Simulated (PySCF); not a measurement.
# Electron correlation in F⁺ (fluorine, charge +1)

[He] 2s2 2p4, high-spin 3P determinant. Computed with PySCF 2.14 in def2-TZVP (5s3p2d1f, 31 functions), with no relativity, point nucleus. Frozen: 1s2; 6 electrons correlated.

MP2 pair energies summed by pair of shells (mhartree):

```csv
pair,energy,share (%)
2p-2p,-66.45,47.2
2s-2p,-64.62,45.9
2s-2s,-9.69,6.9
```

Total MP2 correlation energy: -140.76 mhartree.

Same-spin part -34.07 and opposite-spin part -106.68 mhartree; SCS-MP2 scales them by 1/3 and 6/5 to -139.38 mhartree.

| level | correlation energy (mhartree) |
| --- | --- |
| CCSD | -156.52 |
| (T) | -1.90 |
| CCSD(T) | -158.42 |

Diagnostics: T1 = 0.0041, D1 = 0.0077, largest double amplitude 0.028.

Cost of the coupled-cluster step: 0.42 s of wall time on 1 thread of Intel(R) Xeon(R) Platinum 8488C (shared host), for 6 correlated electrons.
